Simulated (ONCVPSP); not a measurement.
Potentials for fluorine (F) compared

Generated with ld1.x 7.5 (TM, RRKJ, ultrasoft, PAW), atompaw 4.2 or ONCVPSP 4.0.1. The cutoff is in Ry: for ld1.x and atompaw files where the sum of valence levels is converged to 10 mRy in a Bessel basis, for ONCV files where the hardest occupied wave has 1 mHa per electron of residual kinetic energy. The error is the largest all-electron minus pseudo excitation energy over each file’s own four to seven test configurations (ionisations up to +4, promotions, holes and added fractions of an electron), all of which were solved. The labels leave out finer settings (local radius, basis sizes, second energies), which also bear on the numbers. Spin-polarised tests are not counted. The rows are a selection from randomly drawn settings: files with unsolved tests, undetermined cutoffs or missed reference levels are left out.

| potential | cutoff (Ry) | largest error (meV) | bound ghosts |
| --- | --- | --- | --- |
| ONCV, LDA (Perdew-Zunger), fully relativistic, rc 0.85/0.90/0.85 (spd), local smoothed, core correction yes, reference 2s1.5 2p5.5, qcut 6.6/7.6/10.8, projectors 2/2/2 | 467 | +1412 | none |
| ONCV, PBE, non-relativistic, rc 0.70/1.00/1.05 (spd), local s, core correction yes, reference 2s2 2p5, qcut 7.6/10.9/8.7, projectors 0/2/3 | 471 | +283 | none |
| ONCV, PBEsol, scalar-relativistic, rc 0.65/1.50/1.60 (spd), local smoothed, core correction no, reference 2s2 2p5, qcut 11.4/7.7/5.3, projectors 1/2/2 | 111 | +1638 | none |
| ONCV, PBE, scalar-relativistic, rc 0.65/1.85/1.80 (spd), local smoothed, core correction yes, reference 2s2 2p5, qcut 12.8/7.5/5.8, projectors 2/2/2 | 119 | +3429 | none |

(1) Fill in the row for F: ONCV, LDA (Perdew-Wang 92), scalar-relativistic, rc 0.80/1.55/1.68 (spd), local s, core correction yes, reference 2s2 2p4, qcut 7.6/8/8.4, projectors 0/3/2.

(2) Fill in the row for F: ONCV, PBE, non-relativistic, rc 0.70/1.80 (sp), local s, core correction yes, reference 2s2 2p5, qcut 10.9/7.8, projectors 0/2.

(3) Fill in the row for F: ONCV, PW91, scalar-relativistic, rc 0.55/1.00 (sp), local s, core correction yes, reference 2s2 2p3, qcut 14.2/17, projectors 0/2.

Results:

(1) cutoff 250 Ry, largest error +3184 meV, bound ghosts: none.

(2) cutoff 111 Ry, largest error +2721 meV, bound ghosts: none.

(3) cutoff 337 Ry, largest error +31 meV, bound ghosts: none.
